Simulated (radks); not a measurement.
Problem. All-electron atom: Ta LVII in [Ne] 3s2 3p5. Calculated with a radial shooting solver on a logarithmic mesh with Libxc functionals: Dirac Kohn-Sham, PBE, spin-unpolarised, spherical densities, point nucleus; open shells are shared between the two j in proportion to 2j + 1. Some entries of the table are withheld. Estimate them.

| orbital | occ. | eigenvalue (eV) | r(max) (bohr) | <1/r> (bohr^-1) |
|---|---|---|---|---|
| 1s1/2 | 2 | -71448.96 | (1) | 85.49 |
| 2s1/2 | 2 | -15588.62 | 0.06674 | 20.97 |
| 2p1/2 | 2 | -15118.59 | 0.04970 | 20.88 |
| 2p3/2 | 4 | -13824.22 | 0.05632 | 17.66 |
| 3s1/2 | 2 | -6119.917 | 0.1803 | 8.341 |
| 3p1/2 | 1.66667 | -5942.916 | 0.1679 | 8.260 |
| 3p3/2 | 3.33333 | -5608.619 | 0.1797 | 7.399 |
| 3d3/2 | 0 | -5364.630 | 0.1381 | (2) |
| 3d5/2 | 0 | -5285.966 | 0.1413 | (3) |
| 4s1/2 | 0 | -3217.449 | 0.3610 | 4.354 |

Solution. 
(1) 1s1/2 r(max) (bohr): 0.01167
(2) 3d3/2 <1/r> (bohr^-1): 7.268
(3) 3d5/2 <1/r> (bohr^-1): 7.063
